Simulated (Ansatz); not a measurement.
Program: Ansatz. Geometries: PBE0-D4/def2-TZVP. ΔE: electronic, gas phase. CCSD(T)/CBS adds triple-zeta CCSD(T) − MP2 to the extrapolated MP2 energy (def2 sets, frozen cores). DFT in def2-TZVPP. Elements past krypton have def2 core potentials. For Sn outer-core shells are correlated without core-valence functions, which leaves a few kJ/mol of doubt a bond. Each species was taken in one conformer, which may not be the lowest.

Consider the redistribution: `O[SiH](Cl)[SiH](Cl)Cl` + `[NH2][Sn]([NH2])([NH2])[F]` → `O[Si@H](Cl)[Si@H](F)Cl` + `[NH2][Sn]([NH2])([NH2])[Cl]`.

(1) Is it downhill or uphill in electronic energy at CCSD(T)/CBS, and by how much? (An estimate is asked.)

(2) What do these levels give: r2SCAN-D4, PBE0-D4, ωB97X-V, ωB97M-V, r2SCAN, HF/def2-TZVPP, SCS-MP2/def2-TZVPP, CCSD/def2-TZVPP, MP2/def2-QZVPP, HF/CBS(def2), MP2/CBS(def2), CCSD/CBS(def2)? (An estimate is asked.)

Largest T1 diagnostic among the species: 0.013.

Results:

(1) The calculation gave: Downhill: ΔE = -67.4 kJ/mol.

(2) The calculation gave: r2SCAN-D4 -66.9, PBE0-D4 -65.2, ωB97X-V -64.8, ωB97M-V -66.1, r2SCAN -67.3, HF/def2-TZVPP -83.6, SCS-MP2/def2-TZVPP -70.8, CCSD/def2-TZVPP -72.8, MP2/def2-QZVPP -67.6, HF/CBS(def2) -83.4, MP2/CBS(def2) -66.4, CCSD/CBS(def2) -69.7 kJ/mol.

In def2-TZVPP, CCSD(T) changes the Hartree–Fock value by +13.1 kJ/mol (the triples alone add +2.3 kJ/mol) and MP2 by +14.1 kJ/mol. The D4 term adds +3.7 kJ/mol with B3LYP and +1.9 kJ/mol with PBE0; it sums over pairs of atoms, weighted by their polarisabilities, and B3LYP, whose exchange is more repulsive, gets the larger term. From PBE to PBE0 (25 % exact exchange), in def2-TZVPP and without D4, ΔE moves by −4.8 kJ/mol.

B3LYP here is the variant with VWN-RPA as its local correlation; programs differ in this.
